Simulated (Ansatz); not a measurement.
Energy needed to pull apart CH$_{4}$AlBr, closed shell, into free ground-state atoms, from the structure below (displaced at random from a GFN2-xTB minimum); no zero-point or spin–orbit terms; open-shell atoms are treated unrestricted, in their ground-state multiplicity.

Al1  (-0.706, 0.251, -0.773)
C2  (0.719, 0.105, 0.616)
Br3  (0.233, -1.740, 0.673)
H4  (-1.595, -0.864, -1.241)
H5  (-0.935, 1.632, -1.388)
H6  (0.570, 0.535, 1.628)
H7  (1.756, 0.146, 0.447)
(Å)

Program: Ansatz 0.2.0. Basis: def2-TZVPP. Cores are frozen in the correlated methods. Filled d shells of the heavier atoms are correlated. The def2 sets are not built for correlating such inner shells, so the correlated values are less sure here.

```csv
method,atomization energy (kJ/mol)
PBE-D4,1964
r2SCAN-D4,?
PBE0-D4,1949
r2SCANh-D4,1956
BHLYP-D4,1908
wB97M-V,1959
HF,1421
MP2,1928
CCSD,?
CCSD(T),1910
```

Task: What does r2SCAN-D4 give? (Judge from chemistry; the value comes from the calculation.)

Result: The calculation gives: 1964 kJ/mol, which is about 54 kJ/mol more than CCSD(T)/def2-TZVPP.

Task: What does CCSD give? (Judge from chemistry; the value comes from the calculation.)

Result: Computed: 1883 kJ/mol, which is about 27 kJ/mol less than CCSD(T)/def2-TZVPP.

In triple zeta the MP2 and coupled-cluster atomization energies are still short of their basis limit by a few kcal/mol a bond, whereas those of the functionals are nearly converged, so these differences are not deviations from converged CCSD(T).

No T1 diagnostic of these runs exceeds 0.009.

For scale, one of the runs: CCSD(T)/def2-TZVPP forces, 177 basis functions (an equivalent command: `ansatz run in.yaml --threads 4`). Time: 3.1 min of wall clock on 4 CPU threads; the host was shared. Peak host memory: 2.9 GiB.
